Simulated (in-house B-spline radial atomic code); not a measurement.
Ionisation energies along the 9-electron series, configuration 1s2 2s2 2p1/2(2) 2p3/2(3), as differences of self-consistent energies. Dirac energy differences include first-order Breit, QED and recoil terms. NIST's values go from ground level to ground level; the uncertainty of those that are theory runs from under 0.1 % in few-electron ions to several per cent in heavy many-electron ones. Computed with an all-electron radial atomic-structure program (B-spline basis): Dirac-Hartree-Fock, jj configuration that fills j = l - 1/2 first, finite nuclei.

A number in brackets counts the electrons of a j subshell.

```tsv
ion	configuration after	ionisation energy (eV)	IE/(q+1)² (eV)	-ε less Coulomb ΔSCF (eV)	Breit and QED recoil part (eV)	tabulated value (eV)	tabulated kind	computed minus tabulated (eV)
Br26+	[He] 2s2 2p1/2(2) 2p3/2(2)	2871.0	3.9383	2.556	-1.8078	2869	semi-empirical	2
Kr27+	[He] 2s2 2p1/2(2) 2p3/2(2)	3073.2	3.9199	2.5567	-1.9996	3072	semi-empirical	1
Rb28+	[He] 2s2 2p1/2(2) 2p3/2(2)	3282.3	3.9028	2.5574	-2.2048	3281	semi-empirical	1
Sr29+	[He] 2s2 2p1/2(2) 2p3/2(2)	3498.3	3.887	2.5582	-2.4235	3497	semi-empirical	1
Zr31+	[He] 2s2 2p1/2(2) 2p3/2(2)	3950.9	3.8583	2.56	-2.9036	3950	semi-empirical	1
Nb32+	[He] 2s2 2p1/2(2) 2p3/2(2)	4187.6	3.8453	2.561	-3.1656	4187	semi-empirical	1
Mo33+	[He] 2s2 2p1/2(2) 2p3/2(2)	4431.2	3.8332	2.562	-3.4427	4430	semi-empirical	1
Tc34+	[He] 2s2 2p1/2(2) 2p3/2(2)	4681.7	3.8218	2.563	-3.7362	4681	semi-empirical	1
Ru35+	[He] 2s2 2p1/2(2) 2p3/2(2)	4939.2	3.8111	2.5641	-4.0453	4939	semi-empirical	0
```

Question: How far is this level of theory from the measured and semi-empirical values?

Answer: Over those 9 rows the differences run from +0.169 to +2.03 eV (mean absolute value 1 eV). The calculation leaves out correlation and, in open shells, the multiplet splittings that an average leaves out.
